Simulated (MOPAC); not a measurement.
MOPAC input (AM1):

```
AM1 PRECISE GNORM=0.05 LET XYZ CHARGE=1 GEO-OK AUX(PRECISION=9) THREADS=1
C2H10GeN

C    -1.48889900 1   -1.37204900 1    0.01822200 1
N    -0.24473300 1   -0.76946500 1    0.59240800 1
C     0.90635800 1   -1.72540900 1    0.54877100 1
Ge    0.20672400 1    0.97513000 1   -0.28382900 1
H    -1.31967300 1   -1.58987500 1   -1.03411700 1
H    -1.72241500 1   -2.29460700 1    0.54669400 1
H    -2.31367100 1   -0.67076300 1    0.12158600 1
H    -0.43098200 1   -0.55924100 1    1.57327400 1
H     1.77249400 1   -1.27357400 1    1.02667000 1
H     0.63615900 1   -2.64255500 1    1.06911700 1
H     1.13485000 1   -1.95197800 1   -0.49044100 1
H     0.45935600 1    0.53172100 1   -1.71970600 1
H     1.43623100 1    1.42479000 1    0.49668900 1
H    -1.05914300 1    1.79292000 1   -0.05603600 1
```

From the output:

```
                                                       MOPAC v23.2.5 Linux

          FINAL HEAT OF FORMATION =        160.27296 KCAL/MOL =     670.58207 KJ/MOL

          COSMO AREA              =        131.04 SQUARE ANGSTROMS
          COSMO VOLUME            =        125.57 CUBIC ANGSTROMS

          GRADIENT NORM           =          0.03496          =       0.00934 PER ATOM
          IONIZATION POTENTIAL    =         16.415888 EV
          HOMO LUMO ENERGIES (EV) =        -16.416 -5.527
          NO. OF FILLED LEVELS    =         13
          MOLECULAR WEIGHT        =        120.6977         POINT GROUP:  Cs

          MOLECULAR DIMENSIONS (Angstroms)

            Atom       Atom       Distance
            H    14    H    10     4.92489
            H     6    H    13     4.35044
            H    12    H     8     3.21385

          SCF CALCULATIONS        =         32

   ATOM   CHEMICAL          X               Y               Z
  NUMBER   SYMBOL      (ANGSTROMS)     (ANGSTROMS)     (ANGSTROMS)

     1       C         -1.46425057  *  -1.34361601  *   0.01730318  *
     2       N         -0.25045533  *  -0.77263947  *   0.61600503  *
     3       C          0.89317180  *  -1.69136402  *   0.53959809  *
     4      Ge          0.19696116  *   0.92420103  *  -0.27362206  *
     5       H         -1.28479376  *  -1.56257790  *  -1.07062409  *
     6       H         -1.74610690  *  -2.30328578  *   0.53325539  *
     7       H         -2.31261278  *  -0.61275487  *   0.12233536  *
     8       H         -0.43580436  *  -0.55951336  *   1.59437686  *
     9       H          1.78713778  *  -1.21746970  *   1.03066875  *
    10       H          0.65983179  *  -2.65817879  *   1.06632873  *
    11       H          1.12730665  *  -1.91838101  *  -0.53622366  *
    12       H          0.47214547  *   0.56409173  *  -1.75547077  *
    13       H          1.44534251  *   1.44721717  *   0.48160293  *
    14       H         -1.05462438  *   1.81605534  *  -0.07226980  *

                             CARTESIAN COORDINATES

   1    C       -1.464250568    -1.343616014     0.017303176
   2    N       -0.250455326    -0.772639470     0.616005027
   3    C        0.893171802    -1.691364023     0.539598092
   4   Ge        0.196961159     0.924201026    -0.273622057
   5    H       -1.284793762    -1.562577898    -1.070624088
   6    H       -1.746106903    -2.303285783     0.533255387
   7    H       -2.312612777    -0.612754874     0.122335364
   8    H       -0.435804355    -0.559513361     1.594376862
   9    H        1.787137780    -1.217469699     1.030668750
  10    H        0.659831790    -2.658178787     1.066328733
  11    H        1.127306645    -1.918381015    -0.536223665
  12    H        0.472145469     0.564091731    -1.755470772
  13    H        1.445342511     1.447217174     0.481602932
  14    H       -1.054624382     1.816055343    -0.072269803

           Empirical Formula: C2 H10 N Ge  =    14 atoms

      MOLECULAR POINT GROUP   :   Cs

                  EIGENVALUES
 -44.20654 -33.77365 -30.12616 -23.69913 -22.77213 -21.59749 -19.04172 -18.46921
 -18.35008 -18.04836 -17.30535 -16.44791 -16.41589  -5.52714  -4.00371  -3.99048
  -3.03716  -2.42936  -1.64001  -1.46410  -0.96008  -0.87046  -0.73512  -0.50637
  -0.42094  -0.34854

              NET ATOMIC CHARGES AND DIPOLE CONTRIBUTIONS

  ATOM NO.   TYPE          CHARGE      No. of ELECS.   s-Pop       p-Pop
    1          C          -0.199543        4.1995     1.25225     2.94729
    2          N          -0.196084        5.1961     1.51433     3.68175
    3          C          -0.199527        4.1995     1.25225     2.94727
    4         Ge           0.590937        3.4091     0.94081     2.46826
    5          H           0.140320        0.8597     0.85968
    6          H           0.142740        0.8573     0.85726
    7          H           0.139674        0.8603     0.86033
    8          H           0.230414        0.7696     0.76959
    9          H           0.139668        0.8603     0.86033
   10          H           0.142742        0.8573     0.85726
   11          H           0.140324        0.8597     0.85968
   12          H          -0.024255        1.0243     1.02425
   13          H          -0.023708        1.0237     1.02371
   14          H          -0.023701        1.0237     1.02370
 DIPOLE           X         Y         Z       TOTAL
 POINT-CHG.    -0.546    -2.280     0.944     2.527
 HYBRID        -0.273    -0.735     0.741     1.079
 SUM           -0.818    -3.015     1.686     3.550

          ATOMIC ORBITAL ELECTRON POPULATIONS

     Atom    s        px        py        pz
    1  C   1.25225   0.86240   1.04825   1.03665
    2  N   1.51433   1.15826   1.30010   1.22339
    3  C   1.25225   0.88579   0.97425   1.08724
    4 Ge   0.94081   0.95724   0.61970   0.89132
    5  H   0.85968
    6  H   0.85726
    7  H   0.86033
    8  H   0.76959
    9  H   0.86033
   10  H   0.85726
   11  H   0.85968
   12  H   1.02425
   13  H   1.02371
   14  H   1.02370

 **********************
 *                    *
 * JOB ENDED NORMALLY *
 *                    *
 **********************

 == MOPAC DONE ==
```

The dipole moment of an ion depends on the origin.

The geometry given is a B3LYP-D3(BJ)/def2-TZVP minimum.
